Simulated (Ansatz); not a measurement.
`O=C=[N][GeH]([Cl])[Cl]` + HCl → `[Cl][GeH]([Cl])[Cl]` + `N=C=O`  (ligand exchange at a Ge–N bond)

Program: Ansatz. Geometries: PBE0-D4/def2-TZVP. ΔE: electronic, gas phase. CCSD(T)/CBS is the MP2 limit (def2-TZVPP, def2-QZVPP) plus CCSD(T) − MP2 in def2-TZVPP, frozen cores. This one scheme is used for every species. DFT in def2-TZVPP. B3LYP here is the variant with VWN-RPA as its local correlation; programs differ in this. For Ge outer-core shells are correlated without core-valence functions, which leaves a few kJ/mol of doubt a bond. Scalar relativity is left out up to krypton. One conformer a species, not always the lowest.

`O=C=[N][GeH]([Cl])[Cl]`:

```xyz
7

O     0.434   -1.028    2.702
C     0.196   -0.341    1.800
N    -0.066    0.440    0.918
Ge   -0.159    0.399   -0.889
Cl    1.743   -0.168   -1.661
Cl   -1.584   -1.075   -1.470
H    -0.563    1.773   -1.400
```

HCl:

Z-matrix (Å, degrees):
```
Cl
H 1 1.279
```

`[Cl][GeH]([Cl])[Cl]`:

```xyz
5

Cl   -0.130    1.654   -1.257
Ge    0.129    0.001    0.055
Cl   -1.337    0.122    1.590
Cl   -0.193   -1.790   -1.044
H     1.531    0.013    0.656
```

`N=C=O`:

Cartesian coordinates in Å:
```
N 0.220 0.643 0.353
C -0.051 -0.488 0.026
O -0.266 -1.614 -0.159
H 0.098 1.459 -0.220
```

```json
{"level": "r2SCAN-D4", "ΔE (kcal/mol)": "-7.0"}
{"level": "B3LYP-D4", "ΔE (kcal/mol)": "-6.3"}
```

(1) What does CCSD(T)/CBS give? (Best estimate.)

(2) What do rigid-rotor, harmonic-oscillator terms from PBE0-D4/def2-TZVP frequencies (298.15 K, 1 bar) make of the CCSD(T)/CBS value? (Best estimate.)

Largest T1 diagnostic among the species: 0.018.

Answers

(1) Computed: -5.0 kcal/mol. The listed levels differ from it by -2.0, -1.3 kcal/mol.

(2) Computed: ΔZPE = +1.4 kcal/mol, ΔH = -4.2 kcal/mol, ΔS = -5 J/(mol·K), ΔG = -3.8 kcal/mol. Modes under 50 cm⁻¹ make the entropy rough.

From PBE to PBE0 (25 % exact exchange), in def2-TZVPP and without D4, ΔE moves by +0.9 kcal/mol. At CCSD(T), def2-SVP lies +1.6 kcal/mol from the extrapolated value and def2-TZVPP +1.1 kcal/mol.
